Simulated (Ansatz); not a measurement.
The cluster InTe3 was relaxed with PBE-D4 (def2-SVP) in Ansatz in these states: neutral doublet, neutral quartet. The geometries follow in no particular order.

In the def2 sets In, Te take a core potential; there is no spin–orbit coupling.

A:

```csv
atom,x (Å),y (Å),z (Å)
In1,-1.300,-1.118,0.516
Te2,0.914,0.191,2.036
Te3,-1.049,-0.269,-2.138
Te4,1.434,1.196,-0.413
```

B:

```xyz
4

In   -1.6926    0.5780   -0.7960
Te   -0.3802   -2.1492   -0.1809
Te    0.4351    1.8896    1.0180
Te    1.6377   -0.3184   -0.0410
```

Q: Judge from the bond lengths which geometry belongs to which state (an estimate).

A: A is the neutral quartet (Te3–Te4 3.359 Å, In1–Te3 2.798 Å, In1–Te2 2.988 Å); B is the neutral doublet (Te3–Te4 2.728 Å, In1–Te3 3.088 Å, In1–Te2 3.088 Å).

At PBE0-D4/def2-TZVP a doublet lies 1.22 eV below the neutral quartet. These are the stationary points nearest to one start from a short search; other shapes may lie lower in each state.
